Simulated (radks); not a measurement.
Sn V, 46 electrons, occupied as [Ar] 3d10 4s1 4p6 4d10 5s1 (not the ground configuration). Calculated with a radial shooting solver on a logarithmic mesh with Libxc functionals: Dirac Kohn-Sham, PBE, spin-unpolarised, spherical densities, point nucleus.

Unscreened Slater integrals over Kohn-Sham orbitals (cm^-1). Large and small components are both included. Empty in this configuration: 5p1/2.

integral,value
"F0(5s1/2,5s1/2)",99396
"F0(5s1/2,4d5/2)",119850
"G2(5s1/2,4d5/2)",17123
"F0(5s1/2,4d3/2)",120060
"G2(5s1/2,4d3/2)",16645
"F0(5s1/2,4p3/2)",122830
"G1(5s1/2,4p3/2)",9515.2
"F0(5s1/2,5p1/2)",93357
"G1(5s1/2,5p1/2)",63648
"F0(4d5/2,4d5/2)",190120
"F2(4d5/2,4d5/2)",96262
"F4(4d5/2,4d5/2)",63723
"F0(4d5/2,4d3/2)",191150
"F2(4d5/2,4d3/2)",96752
"G2(4d5/2,4d3/2)",96677
"G4(4d5/2,4d3/2)",64006
"F0(4d5/2,4p3/2)",204850
"F2(4d5/2,4p3/2)",103840
"G1(4d5/2,4p3/2)",131990
"G3(4d5/2,4p3/2)",81582
"F0(4d5/2,5p1/2)",108720
"G3(4d5/2,5p1/2)",11048
"F0(4d3/2,4d3/2)",192190
"F2(4d3/2,4d3/2)",97271
"F0(4d3/2,4p3/2)",206140
"F2(4d3/2,4p3/2)",104700
"G1(4d3/2,4p3/2)",133210
"G3(4d3/2,4p3/2)",82385
"F0(4d3/2,5p1/2)",108890
"G1(4d3/2,5p1/2)",11806
"F0(4p3/2,4p3/2)",223630
"F2(4p3/2,4p3/2)",117470
"F0(4p3/2,5p1/2)",111020
"G2(4p3/2,5p1/2)",7476.3
"F0(5p1/2,5p1/2)",88533
